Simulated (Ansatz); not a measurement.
Consider the formal exchange of groups at a Ti–C bond: `[CH3][Ti]([F])([F])[F]` + `CI` → `[F][Ti]([F])([F])[I]` + `CC`.

Computed with Ansatz on PBE0-D4/def2-TZVP structures; ΔE is electronic, products minus reactants. CBS: MP2 limit from def2 TZ/QZ plus the TZ coupled-cluster correction, frozen cores. This one scheme is used for every species. Functionals use def2-TZVPP. HSE06 is defined as in plane-wave codes. Elements past krypton have def2 core potentials. For I, Ti outer-core shells are correlated without core-valence functions, which leaves a few kJ/mol of doubt a bond. Scalar relativity is left out up to krypton.

```json
{"level": "r2SCANh-D4", "ΔE (kcal/mol)": "-39.2", "difference from CCSD(T)/CBS": "-4.4"}
{"level": "PBE-QIDH", "ΔE (kcal/mol)": "-39.8", "difference from CCSD(T)/CBS": "-5.0"}
{"level": "revPBE", "ΔE (kcal/mol)": "-38.1", "difference from CCSD(T)/CBS": "-3.3"}
{"level": "BLYP", "ΔE (kcal/mol)": "-37.4", "difference from CCSD(T)/CBS": "-2.6"}
{"level": "HSE06", "ΔE (kcal/mol)": "-38.0", "difference from CCSD(T)/CBS": "-3.2"}
{"level": "CAM-B3LYP", "ΔE (kcal/mol)": "-36.3", "difference from CCSD(T)/CBS": "-1.5"}
{"level": "CCSD(T)/def2-TZVPP", "ΔE (kcal/mol)": "-37.1", "difference from CCSD(T)/CBS": "-2.3"}
{"level": "HF/def2-QZVPP", "ΔE (kcal/mol)": "-35.7", "difference from CCSD(T)/CBS": "-0.9"}
{"level": "HF/CBS(def2)", "ΔE (kcal/mol)": "-35.7", "difference from CCSD(T)/CBS": "-0.9"}
{"level": "MP2/CBS(def2)", "ΔE (kcal/mol)": "-37.5", "difference from CCSD(T)/CBS": "-2.7"}
{"level": "CCSD(T)/CBS", "ΔE (kcal/mol)": "-34.8", "difference from CCSD(T)/CBS": "0"}
```

Largest T1 diagnostic among the species: 0.023, so the coupled-cluster value is less sure than usual.

From BLYP to BHLYP (50 % exact exchange), in def2-TZVPP and without D4, ΔE moves by +1.2 kcal/mol. At CCSD(T), def2-SVP lies −8.7 kcal/mol from the extrapolated value and def2-TZVPP −2.3 kcal/mol.
